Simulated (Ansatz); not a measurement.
Reaction (substitution at a C–C bond): `CC(=O)C(C)(C)C(C)C` + H–F → `CC(=O)F` + `CC(C)C(C)C`

Computed with Ansatz on PBE0-D4/def2-TZVP structures; ΔE is electronic, products minus reactants. CCSD(T)/CBS adds triple-zeta CCSD(T) − MP2 to the extrapolated MP2 energy (def2 sets, frozen cores). This one scheme is used for every species. DFT in def2-TZVPP. HSE06 is defined as in plane-wave codes. Each species was taken in one conformer, which may not be the lowest.

| level | ΔE (kcal/mol) | difference from CCSD(T)/CBS |
| --- | --- | --- |
| PBE-D4 | -8.6 | -5.6 |
| PBE0-D4 | -7.3 | -4.3 |
| ωB97M-V | -6.7 | -3.7 |
| r2SCAN | -10.2 | -7.2 |
| r2SCAN0 | -9.1 | -6.1 |
| HSE06 | -10.6 | -7.6 |
| LC-ωPBE | -10.2 | -7.2 |
| HF/def2-SVP | -16.0 | -13.0 |
| HF/CBS(def2) | -14.8 | -11.8 |
| CCSD/CBS(def2) | -4.3 | -1.3 |
| CCSD(T)/CBS | -3.0 | 0 |

Largest T1 diagnostic among the species: 0.014.

At CCSD(T), def2-SVP lies −4.8 kcal/mol from the extrapolated value and def2-TZVPP −1.0 kcal/mol. The D4 term adds +5.6 kcal/mol with B3LYP and +3.3 kcal/mol with PBE0; it sums over pairs of atoms, weighted by their polarisabilities, and B3LYP, whose exchange is more repulsive, gets the larger term.

B3LYP here is the variant with VWN-RPA as its local correlation; programs differ in this.
